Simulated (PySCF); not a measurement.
Ga(H)2(NHMe) (CH6GaN), SMILES C[NH][GaH2]. Atoms are numbered in the order given.

```xyz
9

Ga    -0.0563     0.8071     0.0000
H      1.0634     1.9092     0.0000
H     -1.6179     0.9899     0.0000
N      0.5335    -0.9271     0.0000
C     -0.2526    -2.1447     0.0000
H      1.5428    -1.1003     0.0000
H     -0.0639    -2.7811    -0.8962
H     -0.0639    -2.7811     0.8962
H     -1.3342    -1.8982     0.0000
```

Coordinates come from a PBE-D3(BJ)/def2-SVP optimisation.

Calculation: C-PCM-M06-2X/def2-SVP in PySCF.

The values are the electrostatic part of the solvation free energy, E(continuum) − E(gas) at the gas-phase geometry, in a cavity of scaled van der Waals radii (PySCF's table); cavitation and dispersion terms are not included. A continuum can't describe solvent molecules that bind to the metal. In vacuum the orbital gap is 7.84 eV. The dipole moment in vacuum is 0.98 D.

Task: Estimate the values in water (ε = 78.36), tetrahydrofuran (ε = 7.43), 2-propanol (ε = 19.26). (An estimate is asked for; the answer gives what the named calculation found.)

Result: 
| solvent | ε | ΔG(elec) (kcal/mol) | dipole (D) | gap (eV) |
|---|---|---|---|---|
| water | 78.36 | -2.5 | 1.18 | 7.93 |
| tetrahydrofuran | 7.43 | -2.2 | 1.15 | 7.92 |
| 2-propanol | 19.26 | -2.4 | 1.17 | 7.92 |
